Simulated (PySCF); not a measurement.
# Correlation energy of N⁺ (nitrogen, charge +1)

[He] 2s2 2p2, high-spin 3P determinant. All numbers are calculated (PySCF 2.14, no relativity, point nucleus, in def2-SVP). Frozen: 1s2; 4 electrons correlated.

MP2 pair energies summed by pair of shells (mhartree):

| pair | energy | share (%) |
| --- | --- | --- |
| 2s-2p | -31.68 | 58.4 |
| 2s-2s | -17.18 | 31.7 |
| 2p-2p | -5.39 | 9.9 |

Total MP2 correlation energy: -54.25 mhartree.

Same-spin part -8.75 and opposite-spin part -45.50 mhartree; SCS-MP2 scales them by 1/3 and 6/5 to -57.52 mhartree.

```tsv
level	correlation energy (mhartree)
CCSD	-75.60
(T)	-0.83
CCSD(T)	-76.43
```

Diagnostics: T1 = 0.0055, D1 = 0.0115, largest double amplitude 0.128.

**Question.** Is a single reference adequate?

**Answer.** Mostly. T1 lies below 0.03, but a double amplitude of this size points to a near-degeneracy that CCSD handles and MP2 describes poorly.
